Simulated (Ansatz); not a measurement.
`CB[Si](F)(F)F` + HBr → `F[Si](F)(F)Br` + `BC` at 500 K and 1 bar (cleavage of the Si–B bond).

Program: Ansatz. Geometries: PBE0-D4/def2-TZVP. ΔE: electronic, gas phase. CBS: MP2 limit from def2 TZ/QZ plus the TZ coupled-cluster correction, frozen cores. This one scheme is used for every species. For Br outer-core shells are correlated without core-valence functions, which leaves a few kJ/mol of doubt a bond. Scalar relativity is left out up to krypton. One conformer a species, not always the lowest.

| species | CCSD(T)/CBS energy (Eh) | H − E (kJ/mol) | S (J/(mol·K)) |
| --- | --- | --- | --- |
| `CB[Si](F)(F)F` | -653.90979 | 203.3 | 444.0 |
| HBr | -2573.91920 | 30.5 | 213.7 |
| `F[Si](F)(F)Br` | -3162.03492 | 62.9 | 364.4 |
| `BC` | -65.83255 | 172.2 | 281.8 |

H − E and S are ideal-gas, rigid-rotor, harmonic terms from PBE0-D4/def2-TZVP, for one conformer and one mirror image of each species. 1 Eh = 2625.50 kJ/mol, R = 8.31446 J/(mol·K).

Task: By hand: ΔE, ΔH, ΔS and ΔG.

Result: ΔE = (-3162.03492) + (-65.83255) − (-653.90979) − (-2573.91920) = -0.03848 Eh = -101.0 kJ/mol. Δ(H − E) = 62.9 + 172.2 − 203.3 − 30.5 = 1.3, so ΔH = -99.7 kJ/mol. ΔS = 364.4 + 281.8 − 444.0 − 213.7 = -11.5 J/(mol·K). ΔG = -99.7 − 500 × (-11.5)/1000 = -94.0 kJ/mol.

Task: By hand: the equilibrium constant, and the temperature at which ΔG would vanish if ΔH and ΔS stayed fixed.

Result: log₁₀ K = −ΔG/(RT ln 10) = 9.8. ΔG = 0 at ΔH/ΔS = 8670 K, far beyond where these terms or the molecules hold.

The number of gas molecules stays the same, so ΔS is small and ΔH decides. A doubt of 5 kJ/mol in ΔE shifts log₁₀ K by 0.5 here. Other conformers and mirror images would add mixing entropy, several J/(mol·K) or more a flexible species. Modes under 60 cm⁻¹, often nearly free rotors, make the harmonic entropy too high. These are equilibria of isolated gas molecules and say nothing of rates. Largest T1 diagnostic: 0.012 (customary marks: 0.02 for closed shells, 0.045 for open ones).
